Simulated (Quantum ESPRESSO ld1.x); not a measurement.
Task: All-electron atom: Tm+ in [Xe] 4f13 5f1 (not the ground configuration). All-electron calculation, scalar-relativistic Kohn-Sham, LDA (Slater exchange, VWN5 correlation), spin-polarised, spherical densities, point nucleus; open shells are filled with parallel spins first. Program: ld1.x of Quantum ESPRESSO 7.5. Some entries of the table are withheld. Estimate them.

| orbital | occ. | eigenvalue (eV) | <1/r> (bohr^-1) | <r> (bohr) |
|---|---|---|---|---|
| 1s down | 1 | -59250.2 | 79.05 | 0.02002 |
| 1s up | 1 | -59250.2 | 79.05 | 0.02002 |
| 2s up | 1 | -10006.7 | 18.41 | 0.08493 |
| 2s down | 1 | -10006.7 | 18.41 | 0.08492 |
| 2p up | 3 | -8839.87 | 16.96 | 0.07543 |
| 2p down | 3 | -8839.86 | 16.96 | 0.07543 |
| 3s up | 1 | -2257.07 | 6.794 | 0.2212 |
| 3s down | 1 | -2256.62 | 6.795 | 0.2212 |
| 3p up | 3 | -1903.79 | 6.338 | 0.2205 |
| 3p down | 3 | -1903.34 | 6.339 | 0.2204 |
| 3d up | 5 | -1466.85 | 6.008 | 0.1999 |
| 3d down | 5 | -1466.50 | 6.008 | 0.1999 |
| 4s up | 1 | -453.230 | 2.874 | 0.4981 |
| 4s down | 1 | -452.337 | 2.874 | 0.4981 |
| 4p up | 3 | -337.095 | 2.625 | 0.5288 |
| 4p down | 3 | -336.219 | 2.625 | 0.5289 |
| 4d up | 5 | -182.891 | 2.319 | 0.5720 |
| 4d down | 5 | -182.038 | 2.318 | 0.5722 |
| 5s up | 1 | -64.9726 | 1.081 | 1.227 |
| 5s down | 1 | -64.5695 | 1.079 | 1.230 |
| 5p up | 3 | -38.3491 | 0.8929 | (1) |
| 5p down | 3 | -38.0562 | 0.8901 | (2) |
| 4f up | 7 | -14.7262 | (3) | 0.7956 |
| 4f down | 6 | -13.9889 | (4) | 0.8031 |
| 5f up | 1 | -2.5778 | (5) | 8.611 |
| 5f down | 0 | -2.2612 | (6) | 9.047 |

Result: 
(1) 5p up <r> (bohr): 1.461
(2) 5p down <r> (bohr): 1.465
(3) 4f up <1/r> (bohr^-1): 1.696
(4) 4f down <1/r> (bohr^-1): 1.688
(5) 5f up <1/r> (bohr^-1): 0.1326
(6) 5f down <1/r> (bohr^-1): 0.1272
